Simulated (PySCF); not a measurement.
NMR data simulated for an unnamed compound:

1H NMR (500 MHz, computed): δ 2.94 (m, 1H), 1.20 (m, 2H), 1.14 (d, 6H), 0.99 (m, 6H).

13C{1H} NMR (computed): δ 255.9 (C), 31.9 (CH), 20.1 (CH3), 20.1 (CH2), 15.1 (CH3).

Equivalent nuclei averaged, no solvent model, one conformer, non-relativistic Hamiltonian. PBE0-D3(BJ)/def2-SVP geometry; shielding tensors at HF/pcSseg-1 (GIAO); PySCF.

δ = σ(ref) − σ, references computed at the same level: 1H (σ = 31.69 ppm) and 13C (σ = 190.85 ppm) against TMS.

Which of these does the molecule contain: an amide, a vinyl group CH=CH2, a (CH3)2CH unit, an OH group?

## Answers


- An amide: no.
- A vinyl group CH=CH2: no.
- A (CH3)2CH unit: yes (δC 20.1, 31.9; δH 1.14 (d), 2.94 (m)).
- An OH group: no.

The data belong to SMILES CC(C)/C(F)=P\CP(C)C, C$_{7}$H$_{15}$FP$_{2}$; they needn't prove each group on their own.

Carbon signals by region: 1 in the far downfield region (above 160 ppm), 4 below 50 ppm. Above 160 ppm: 255.9, carbon double-bonded to a heavier main-group atom.

Splittings by 19F and 31P in the carbon and heteronuclear signals aren't shown, as no couplings were computed. Shifts are as computed. Against solution values, carbons near 30 ppm lie about -0 ppm off and those near 130 ppm about +7 ppm. Of 1313 compounds with measured shifts, 239 miss one by over three times the rms of a fit or turn the order of signals round; such compounds aren't used in these exercises. No couplings were computed; multiplicities are counted from neighbouring protons, with m where these are inequivalent, close in shift, in a saturated or five-membered ring or joined by F or P, and br s for small geminal =CH2 splittings.
